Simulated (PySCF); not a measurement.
Delta-SCF ions had no search for a lower state. 

Cartesian coordinates (Å):
SMILES: B
```xyz
4

B      0.0000     0.0000    -0.0003
H     -0.9006    -0.8028    -0.0021
H     -0.2450     1.1813    -0.0012
H      1.1456    -0.3785     0.0035
```
Charge 0, spin multiplicity 1.

Problem. What is the computed LUMO, total energy, vertical ionisation energy (Delta-SCF), HOMO–LUMO gap, HOMO and dipole moment (PySCF 2.14.0 with PBE0-D4/def2-TZVP // PBE0-D4/def2-SVP)?

Solution. 
```json
{
 "LUMO": "-1.97 eV",
 "total_energy": "-722.90 eV",
 "vertical ionisation energy (Delta-SCF)": "12.98 eV",
 "HOMO–LUMO gap": "7.92 eV",
 "HOMO": "-9.88 eV",
 "dipole_moment": "0.00 D"
}
```
